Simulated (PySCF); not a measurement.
## Structure and isotropic susceptibility

Method: GIAO HF/pcSseg-1 magnetisability, rotational g tensor and spin-rotation constants, non-relativistic, gas phase (PySCF 2.14.0). Geometry: GFN2-xTB.

Each molecule in one low-energy conformer. The parent is O=C[C@H]1CC[SiH2]C1.

The calculation is non-relativistic, which matters for the atoms heavier than Zn.

Task: How does the isotropic susceptibility change along this series?
- O=C[C@H]1CC[SiH2]C1 (base)
- N#C[C@@H]1C[C@H](C=O)C[SiH2]1 (H on C replaced by CN)
- O=C[C@@H]1C[SiH2][C@H](Br)C1 (H on C replaced by Br)
- O=C[C@@H]1C[SiH2][C@H](Cl)C1 (H on C replaced by Cl)

Result: 
| molecule | χ, cgs (10⁻⁶ cm³/mol) | magnetisability anisotropy (10⁻³⁰ J/T²) |
| --- | --- | --- |
| O=C[C@H]1CC[SiH2]C1 | -74.1 | 186 |
| N#C[C@@H]1C[C@H](C=O)C[SiH2]1 | -83.7 | 294 |
| O=C[C@@H]1C[SiH2][C@H](Br)C1 | -98.6 | 290 |
| O=C[C@@H]1C[SiH2][C@H](Cl)C1 | -89.1 | 283 |

The isotropic susceptibility is lowest for O=C[C@@H]1C[SiH2][C@H](Br)C1 and highest for O=C[C@H]1CC[SiH2]C1.
